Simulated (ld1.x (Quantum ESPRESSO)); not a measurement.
# Ni: one change to a PAW potential, before and after

```
Element                 : nickel (Ni)
Generator               : ld1.x (Quantum ESPRESSO) 7.5
Type                    : PAW
Functional              : PBEsol
Relativity              : scalar-relativistic
Frozen core             : [Ar]
Valence charge          : 10
Reference configuration : 3d8 4s2 4p0
Partial waves           : 4s (bound): rcut 1.80, rcutus 2.25 bohr; 4s channel at 3.35 Ry: rcut 1.80, rcutus 2.25 bohr; 4p (bound, empty): rcut 2.55, rcutus 3.40 bohr; 4p channel at 0.25 Ry: rcut 2.55, rcutus 3.40 bohr; 3d (bound): rcut 1.25, rcutus 1.70 bohr; 3d channel at 2.55 Ry: rcut 1.25, rcutus 1.70 bohr
Local potential         : all-electron potential smoothed inside 1.70 bohr (lloc = -2)
Core correction         : Bessel-smoothed model core inside 1.50 bohr
Augmentation charge     : PSQ, inside the norm-conserving radii
```

Change: local potential all-electron potential smoothed inside 3.68 bohr (lloc = -2).

Cutoffs: the cutoffs (Ry, on a coarse ladder) from which the occupation-weighted sum of valence levels, in a spherical-Bessel basis at the reference potential, stays within 10 and 1 mRy of its value at 400 Ry; they do not see the model core or the augmentation charge, which bear on the density cutoff. Errors are all-electron minus pseudo energies relative to the spin-unpolarised reference configuration.

What does the change do?

The potential gets neither clearly harder nor softer (35 Ry and 60 Ry → 35 Ry and 60 Ry); of the 7 tests that both files solve, the error grows in 3 and shrinks in 0 by more than 15 % and 0.3 meV (median size 19.5 → 52.5 meV); neither file shows a bound ghost. The local part now departs from the all-electron potential out to 3.68 bohr, far beyond the d radius of 1.70 bohr, and whatever the projectors do not describe feels it: the likely cause.

```csv
quantity,base,changed
"cutoff, loose",35 Ry,35 Ry
"cutoff, tight",60 Ry,60 Ry
bound ghosts,none,none
"error for 3d8 4s1 4p0, meV [ΔE 9.34 eV]",-3.5,-9.3
"error for 3d8 4s0 4p0, meV [ΔE 26.60 eV]",-18,-53
"error for 3d7 4s0 4p0, meV [ΔE 64.03 eV]",-212,-220
"error for 3d8 4s1 4p1, meV [ΔE 4.63 eV]",-1.5,-3.2
"error for 3d9 4s1 4p0, meV [ΔE -1.61 eV]",-63,-66
"error for 3d9 4s0 4p0, meV [ΔE 6.26 eV]",-108,-121
"error for 3d8.5 4s1.5 4p0, meV [ΔE -1.19 eV]",-19,-20
lowest overlap eigenvalue by channel,"s 0.68, p 0.73, d 0.89","s 0.26, p 0.18, d 0.97"
```
